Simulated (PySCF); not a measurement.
Molecule: SMILES C1=CC(C(OC)=O)=NN=N1, C$_{5}$H$_{5}$N$_{3}$O$_{2}$.

Geometry (Å), atoms numbered from 1 in this order:
```xyz
15

C    -3.027    0.268   -0.092
O    -1.658    0.609    0.074
C    -0.785   -0.362   -0.132
O    -1.065   -1.493   -0.446
C     0.632    0.089    0.069
C     1.681   -0.812   -0.108
C     2.944   -0.277    0.105
N     3.097    0.995    0.448
N     2.071    1.764    0.594
N     0.865    1.353    0.417
H    -3.306   -0.528    0.603
H    -3.592    1.172    0.115
H    -3.210   -0.078   -1.111
H     1.497   -1.837   -0.389
H     3.853   -0.854    0.004
```

Frames of a GFN2-xTB Langevin trajectory at 300 K; GIAO PBE0/pcSseg-1 shieldings in PySCF 2.14, gas phase, non-relativistic; equivalent atoms averaged within each frame.

Chemical shifts δ = σref − σ; ¹³C (σ = 186.93 ppm) against TMS; ¹⁷O (σ = 336.08 ppm) against H2O; ¹⁵N (σ = 267.73 ppm) against NH3, all at this level. The references are static minima.

How do the shifts (ppm) fluctuate along the trajectory?

Answers


```csv
time (fs),C3,C7,C5,C6,C1,O4,O2,N9,N8,N10
optimised geometry,173.1,155.2,151.8,123.4,55.2,434.9,192.8,539.2,454.6,442.7
250,177.5,157.5,143.9,132.6,51.4,449.7,188.0,509.6,439.0,411.9
425,165.9,151.1,158.1,128.7,60.2,417.5,185.3,539.8,424.7,431.4
625,168.3,160.7,154.2,125.2,52.4,420.9,186.2,562.6,461.1,446.3
800,171.4,166.2,153.9,117.6,56.4,414.2,186.8,544.5,461.7,421.0
1000,168.8,152.0,159.9,119.9,54.9,419.7,190.8,533.3,450.0,461.4
mean of frames,170.4,157.5,154.0,124.8,55.1,424.4,187.4,538.0,447.3,434.4
standard deviation,4.4,6.3,6.2,6.1,3.5,14.4,2.1,19.2,15.7,19.8
```

5 frames give an uncertainty of the mean of about the standard deviation over 2.2 at best, since frames this close in time may not be independent; classical motion lacks zero-point vibration, and the reference would need the same averaging.
